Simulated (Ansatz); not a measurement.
`[Cl][SnH]([Cl])[GeH3]`, charge 0, multiplicity 1.

(1) Give a relaxed structure at PBE0-D4/def2-TZVP (Ansatz 0.2.0). (Estimate.)

Answers

(1) The calculation gave: 
```xyz
8

Cl   -2.1315   -1.4964   -1.2092
Sn   -0.2834   -1.1449    0.1671
Cl    1.4692   -2.3208   -0.8227
Ge    0.3099    1.3811    0.0758
H    -0.6258   -1.9568    1.6248
H    -0.8629    2.1838    0.6512
H     1.5772    1.6156    0.9065
H     0.5471    1.7385   -1.3936
```
Point group Cs.
